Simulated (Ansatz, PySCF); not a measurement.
Species: C₄H, net charge 0, doublet state. It need not be the lowest isomer of its formula. 
Structure (B3LYP-D3(BJ)/def2-TZVP (Ansatz, a quantum-chemistry and plane-wave program) minimum search):
```xyz
5

C     -2.0184    -0.1492     0.2730
C     -0.7720     0.0314     0.0542
C      0.5521     0.0411    -0.0748
C      1.7675     0.0629    -0.2006
H      2.8251     0.0827    -0.3105
```
Charge 0, spin multiplicity 2.

Total electronic energies in hartree. Cores are frozen in the correlated levels unless marked. UHF or UKS for open shells. Spin-orbit coupling is left out. Non-relativistic.  The program attaches cautions to a run behind HF/STO-3G: large difference. The program attaches cautions to a run behind CCSD/STO-3G: large difference. The program attaches cautions to a run behind CCSD(T)/STO-3G: large difference.

The UHF reference is spin-contaminated (<S^2> 0.51 over the pure value in the largest basis). The T1 diagnostic of CCSD in the largest basis is 0.060, which is high, so the coupled-cluster rows are less sure than usual.

```tsv
level	program	energy (Eh)
HF/STO-3G	Ansatz	-149.95377
BLYP-D3(BJ)/def2-TZVPD	Ansatz + dftd3	-152.80016
BP86/def2-TZVPD	PySCF	-152.82604
PBE0-D3(BJ)/def2-TZVPD	Ansatz + dftd3	-152.63230
BHLYP/def2-TZVPD	Ansatz	-152.73251
PW6B95-D3(BJ)/def2-TZVPD	PySCF + dftd3	-153.02941
LC-wPBE-D4/def2-TZVPD	Ansatz + dftd4	-152.68333
SCS-MP2/6-31G*	Ansatz	-152.23041
SCS-MP2/cc-pVTZ	Ansatz	-152.37780
CCSD/STO-3G	Ansatz	-150.20426
CCSD/cc-pVTZ	Ansatz	-152.44007
CCSD(T)/STO-3G	Ansatz	-150.21080
CCSD(T)/cc-pVDZ	Ansatz	-152.33683
CCSD(T)/cc-pVDZ	PySCF	-152.33684
```

Totals of different functionals don't rank their quality; only differences between species are comparable.
